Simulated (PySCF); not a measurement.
Cartesian coordinates in Å; atom numbers follow the order of the lines, from 1:
```xyz
24

B    -1.3990   -1.0018    0.6819
C    -2.8270   -0.5581    0.2155
C    -2.6398    0.8784   -0.2953
C    -1.2003    0.9282   -0.8125
C    -0.3811    0.0816    0.1769
C     1.0170   -0.3022   -0.2570
C     1.9549   -1.0181    0.7366
C     3.1290   -0.2119    0.1504
C     2.1041    0.7859   -0.4194
H    -1.1253   -1.9945    1.3180
H    -3.6737   -0.7198    0.9000
H    -3.0131   -1.2395   -0.6455
H    -3.3782    1.1833   -1.0537
H    -2.7492    1.5816    0.5491
H    -1.1472    0.4562   -1.8110
H    -0.8200    1.9558   -0.9318
H    -0.2910    0.6769    1.1220
H     0.9556   -0.8908   -1.1899
H     1.7315   -0.7124    1.7719
H     2.0037   -2.1170    0.7066
H     3.6399   -0.7677   -0.6511
H     3.8925    0.1697    0.8446
H     1.9230    1.6218    0.2763
H     2.2820    1.2025   -1.4228
```

Geometry: PBE0-D3(BJ)/def2-SVP; GIAO shifts from PySCF 2.14, gas phase, non-relativistic, averaged over equivalent atoms.

At KT2/pcSseg-1 (228 basis functions, 63 s wall time on 1 thread of an Arm Neoverse V1, shared host):
| atoms | δ (ppm) |
| --- | --- |
| B1 | 82.8 |
| C5 | 64.3 |
| C6 | 42.3 |
| C9 | 36.0 |
| C2 | 36.0 |
| C7 | 34.2 |
| C4 | 33.9 |
| C3 | 29.9 |
| C8 | 22.3 |
| H10 | 7.63 |
| H20 | 2.35 |
| H18 | 2.28 |
| H24 | 2.26 |
| H11 | 2.20 |
| H16 | 2.15 |
| H13 | 2.12 |
| H21 | 1.93 |
| H19 | 1.92 |
| H22 | 1.80 |
| H23 | 1.65 |
| H14 | 1.32 |
| H15 | 0.90 |
| H12 | 0.61 |
| H17 | 0.55 |

Referencing at the same level of theory: ¹¹B (σ = 99.90 ppm) against BF3·OEt2; ¹³C (σ = 183.22 ppm), ¹H (σ = 31.18 ppm) vs TMS.

Problem. Estimate the result of repeating the calculation with PBE0/pcSseg-1.

Solution. 
```json
{"atoms": "B1", "δ at PBE0/pcSseg-1": "89.0", "change": "+6.2"}
{"atoms": "C5", "δ at PBE0/pcSseg-1": "61.4", "change": "-2.9"}
{"atoms": "C6", "δ at PBE0/pcSseg-1": "38.6", "change": "-3.7"}
{"atoms": "C9", "δ at PBE0/pcSseg-1": "33.1", "change": "-2.9"}
{"atoms": "C2", "δ at PBE0/pcSseg-1": "34.9", "change": "-1.1"}
{"atoms": "C7", "δ at PBE0/pcSseg-1": "31.4", "change": "-2.8"}
{"atoms": "C4", "δ at PBE0/pcSseg-1": "33.5", "change": "-0.4"}
{"atoms": "C3", "δ at PBE0/pcSseg-1": "28.8", "change": "-1.1"}
{"atoms": "C8", "δ at PBE0/pcSseg-1": "19.9", "change": "-2.4"}
{"atoms": "H10", "δ at PBE0/pcSseg-1": "7.66", "change": "+0.03"}
{"atoms": "H20", "δ at PBE0/pcSseg-1": "2.19", "change": "-0.16"}
{"atoms": "H18", "δ at PBE0/pcSseg-1": "2.03", "change": "-0.25"}
{"atoms": "H24", "δ at PBE0/pcSseg-1": "2.07", "change": "-0.19"}
{"atoms": "H11", "δ at PBE0/pcSseg-1": "2.03", "change": "-0.17"}
{"atoms": "H16", "δ at PBE0/pcSseg-1": "2.02", "change": "-0.13"}
{"atoms": "H13", "δ at PBE0/pcSseg-1": "1.99", "change": "-0.13"}
{"atoms": "H21", "δ at PBE0/pcSseg-1": "1.82", "change": "-0.11"}
{"atoms": "H19", "δ at PBE0/pcSseg-1": "1.77", "change": "-0.15"}
{"atoms": "H22", "δ at PBE0/pcSseg-1": "1.69", "change": "-0.11"}
{"atoms": "H23", "δ at PBE0/pcSseg-1": "1.54", "change": "-0.11"}
{"atoms": "H14", "δ at PBE0/pcSseg-1": "1.32", "change": "+0.00"}
{"atoms": "H15", "δ at PBE0/pcSseg-1": "0.94", "change": "+0.04"}
{"atoms": "H12", "δ at PBE0/pcSseg-1": "0.53", "change": "-0.08"}
{"atoms": "H17", "δ at PBE0/pcSseg-1": "0.38", "change": "-0.17"}
```

Scale: BF3·OEt2 for ¹¹B (σref 100.73); TMS for ¹³C (σref 184.41) and ¹H (σref 31.27) (reference shieldings calculated alike).

The largest change is at B1 (boron bonded to 2 C, H, in a 5-membered ring). Cost: 228 basis functions, 41 s wall time on 1 thread of an Arm Neoverse V1, shared host. The order of the carbon signals changes between the two levels.

A carbon bonded to boron is broadened by the quadrupolar boron nucleus and is often missing from a measured spectrum.
